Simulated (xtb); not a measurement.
xtb input (GFN1-xTB):

```bash
xtb mol.xyz --gfn 1 --sp --chrg -1 --uhf 0
```
mol.xyz:
```
17

C      2.50816554    -0.19319897     0.04710574
C      1.13015895    -0.77633961    -0.17599021
C      0.06625295     0.04601979    -0.26577777
C      0.03361950     1.57137540    -0.19857788
C     -1.31964331    -0.55133792    -0.44511142
C     -2.17956736    -0.52491130     0.82789127
H      2.93153336    -0.58700177     0.98177660
H      3.19548690    -0.53497966    -0.73929011
H      2.62192210     0.91625286     0.09952466
H     -0.41336947     2.00747596    -1.10620179
H      1.03140349     2.00055135    -0.08887362
H     -0.57021395     1.94828076     0.64034001
H     -1.87478179    -0.03162790    -1.24630142
H     -1.18096594    -1.58928177    -0.75652625
H     -2.32884773     0.49585476     1.19301185
H     -1.67410883    -1.08904923     1.61624367
H     -3.17197554    -0.96611977     0.66905782
```

End of the output:

```
         :::::::::::::::::::::::::::::::::::::::::::::::::::::
         ::                     SUMMARY                     ::
         :::::::::::::::::::::::::::::::::::::::::::::::::::::
         :: total energy             -18.743462792449 Eh    ::
         :: gradient norm              0.032341479913 Eh/a0 ::
         :: HOMO-LUMO gap              3.456073964155 eV    ::
         ::.................................................::
         :: SCC energy               -19.001353004791 Eh    ::
         :: -> electrostatic           0.114048076021 Eh    ::
         :: repulsion energy           0.263978634878 Eh    ::
         :: dispersion energy         -0.006088422536 Eh    ::
         :: halogen bond corr.         0.000000000000 Eh    ::
         :: add. restraining           0.000000000000 Eh    ::
         :: total charge              -1.000000000000 e     ::
         :::::::::::::::::::::::::::::::::::::::::::::::::::::

           -------------------------------------------------
          |                Property Printout                |
           -------------------------------------------------

    * Orbital Energies and Occupations

         #    Occupation            Energy/Eh            Energy/eV
      -------------------------------------------------------------
         1        2.0000           -0.4768766             -12.9765
       ...           ...                  ...                  ...
         6        2.0000           -0.3762489             -10.2383
         7        2.0000           -0.3634545              -9.8901
         8        2.0000           -0.3391158              -9.2278
         9        2.0000           -0.3305521              -8.9948
        10        2.0000           -0.3263520              -8.8805
        11        2.0000           -0.3169103              -8.6236
        12        2.0000           -0.3083856              -8.3916
        13        2.0000           -0.3044075              -8.2833
        14        2.0000           -0.2924203              -7.9572
        15        2.0000           -0.2744014              -7.4668
        16        2.0000           -0.2403803              -6.5411
        17        2.0000           -0.1654767              -4.5029
        18        2.0000           -0.1127028              -3.0668 (HOMO)
        19                          0.0143055               0.3893 (LUMO)
        20                          0.0324908               0.8841
        21                          0.0498725               1.3571
        22                          0.0664590               1.8084
        23                          0.0755108               2.0548
        24                          0.0897910               2.4433
        25                          0.0945084               2.5717
        26                          0.1124583               3.0601
        27                          0.1239060               3.3717
        28                          0.1371875               3.7331
        29                          0.1400059               3.8098
       ...                                ...                  ...
        46                          0.8186062              22.2754
      -------------------------------------------------------------
                  HL-Gap            0.1270084 Eh            3.4561 eV
             Fermi-level           -0.0491987 Eh           -1.3388 eV

  Mulliken/CM5 charges         n(s)   n(p)   n(d)
     1C    -0.02037 -0.15974   0.990  3.030  0.000
     2C    -0.48977 -0.50220   1.324  3.165  0.000
     3C    -0.03503 -0.05425   1.060  2.975  0.000
     4C    -0.09724 -0.24047   1.006  3.091  0.000
     5C    -0.03611 -0.14078   1.025  3.011  0.000
     6C    -0.08087 -0.22987   1.005  3.076  0.000
     7H    -0.04676  0.00376   1.047  0.000  0.000
     8H    -0.04933  0.00115   1.049  0.000  0.000
     9H    -0.04425  0.00483   1.044  0.000  0.000
    10H    -0.02597  0.02465   1.026  0.000  0.000
    11H     0.00136  0.05399   0.999  0.000  0.000
    12H    -0.02261  0.02841   1.023  0.000  0.000
    13H    -0.02717  0.02671   1.027  0.000  0.000
    14H    -0.01294  0.04334   1.013  0.000  0.000
    15H     0.00045  0.05202   1.000  0.000  0.000
    16H     0.00763  0.05937   0.992  0.000  0.000
    17H    -0.02102  0.02908   1.021  0.000  0.000

Wiberg/Mayer (AO) data.
largest (>0.10) Wiberg bond orders for each atom

 ---------------------------------------------------------------------------
     #   Z sym  total        # sym  WBO       # sym  WBO       # sym  WBO
 ---------------------------------------------------------------------------
     1   6 C    3.974 --     2 C    1.022     8 H    0.978     7 H    0.977
                             9 H    0.959
     2   6 C    3.169 --     3 C    1.904     1 C    1.022
     3   6 C    3.929 --     2 C    1.904     5 C    0.981     4 C    0.969
     4   6 C    3.976 --    10 H    0.981    12 H    0.978    11 H    0.977
                             3 C    0.969
     5   6 C    3.976 --     6 C    0.998     3 C    0.981    14 H    0.977
                            13 H    0.976
     6   6 C    3.991 --     5 C    0.998    17 H    0.990    16 H    0.988
                            15 H    0.987
     7   1 H    1.044 --     1 C    0.977
     8   1 H    1.044 --     1 C    0.978
     9   1 H    1.010 --     1 C    0.959
    10   1 H    1.014 --     4 C    0.981
    11   1 H    1.018 --     4 C    0.977
    12   1 H    1.015 --     4 C    0.978
    13   1 H    1.013 --     5 C    0.976
    14   1 H    1.045 --     5 C    0.977
    15   1 H    1.015 --     6 C    0.987
    16   1 H    1.018 --     6 C    0.988
    17   1 H    1.012 --     6 C    0.990
 ---------------------------------------------------------------------------

Topologies differ in total number of bonds
Writing topology from bond orders to xtbtopo.mol

 dipole moment from electron density (au)
     X       Y       Z
  -1.3468   1.2909   0.3140  total (Debye):    4.809

           -------------------------------------------------
          | TOTAL ENERGY              -18.743462792449 Eh   |
          | GRADIENT NORM               0.032341479913 Eh/α |
          | HOMO-LUMO GAP               3.456073964155 eV   |
           -------------------------------------------------

------------------------------------------------------------------------
------------------------------------------------------------------------
Note: The following floating-point exceptions are signalling: IEEE_DENORMAL
normal termination of xtb
 total:
 SCF:
```

It need not be the lowest isomer of its formula. Whether it binds its extra electron was not tested at this geometry.
